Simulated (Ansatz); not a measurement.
Frontier orbitals of C2H10InP, SMILES `[CH3][InH-]([CH3])[PH3+]`.

Z-matrix (Å, degrees):
```
C
In 1 2.172
H 1 1.092 2 111.2
H 1 1.093 2 109.5 3 -119.1
H 1 1.091 2 111.5 3 121.8
C 2 2.172 1 119.2 3 37.2
P 2 2.841 1 95.9 3 -63.0
H 2 1.742 1 119.2 3 -160.2
H 6 1.092 2 111.2 1 -37.3
H 6 1.093 2 109.5 1 81.8
H 6 1.091 2 111.5 1 -159.1
H 7 1.412 2 120.0 1 -179.6
H 7 1.413 2 120.7 1 60.2
H 7 1.412 2 120.0 1 -60.0
```

Total charge 0; spin multiplicity 1. Correlated methods include outer-core shells of In, which these sets cover unevenly. In takes the def2 core potential. The structure was optimised at the PBE0-D4/def2-TZVP level. It is one conformer, not always the lowest. Basis def2-TZVPP, Ansatz 0.2.0.

```csv
functional,HOMO (eV),LUMO (eV)
B97M-V,-5.90,-0.92
```

**Question.** Give HOMO and LUMO (eV) with LDA (SPW92), PBE, revPBE, BLYP, r2SCAN, PBE0, B3LYP, r2SCANh, r2SCAN0, HSE06 (plane-wave form), BHLYP, CAM-B3LYP, LC-ωPBE, ωB97X-V, ωB97M-V, HF. (Best estimate.)

**Answer.** The calculation gave: 
| functional | HOMO | LUMO |
| --- | --- | --- |
| LDA (SPW92) | -5.83 | -1.11 |
| PBE | -5.65 | -0.98 |
| revPBE | -5.58 | -0.91 |
| BLYP | -5.50 | -0.87 |
| r2SCAN | -5.84 | -0.71 |
| PBE0 | -6.77 | -0.14 |
| B3LYP | -6.56 | -0.39 |
| r2SCANh | -6.27 | -0.39 |
| r2SCAN0 | -6.91 | 0.06 |
| HSE06 (plane-wave form) | -6.37 | -0.51 |
| BHLYP | -7.79 | 0.53 |
| CAM-B3LYP | -8.07 | 0.67 |
| LC-ωPBE | -9.41 | 1.73 |
| ωB97X-V | -9.05 | 1.59 |
| ωB97M-V | -8.97 | 1.15 |
| HF | -9.40 | 2.10 |

B3LYP here is the variant with VWN-RPA as its local correlation; programs differ in this. LC-ωPBE has ω = 0.4 bohr⁻¹. Positive LUMOs are unbound and depend on the basis.
